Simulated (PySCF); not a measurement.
**Working out the ionisation energy of O²⁺**

O²⁺ [He] 2s2 2p2 (3P) → O³⁺ [He] 2s2 2p1 (2P). All numbers are calculated (PySCF 2.14, scalar relativity by spin-free X2C-1e, in x2c-TZVPPall). Frozen: 1s2. Energies in hartree (1 hartree = 27.21139 eV):

| part | O²⁺ (lower) | O³⁺ (upper) |
| --- | --- | --- |
| UHF | -73.156090 | -71.149555 |
| CCSD correlation | -0.095205 | -0.089730 |
| (T) | -0.001283 | -0.000917 |

What does Hartree-Fock give?

(-71.149555) − (-73.156090) = 2.006535 hartree = 54.601 eV.

What do CCSD and CCSD(T) give?

The CCSD correlation energies differ by 0.005475 hartree = 0.149 eV and the triples by 0.000366 hartree = 0.010 eV, so CCSD gives 54.750 eV and CCSD(T) 54.760 eV.

A first-order spin-orbit estimate adds -0.005 eV to CCSD(T) (valence), giving 54.755 eV against 54.936 eV (semi-empirical (NIST evaluation); NIST Atomic Spectra Database, ionization energies).

What remains against the reference includes basis incompleteness, the frozen core and higher excitations.
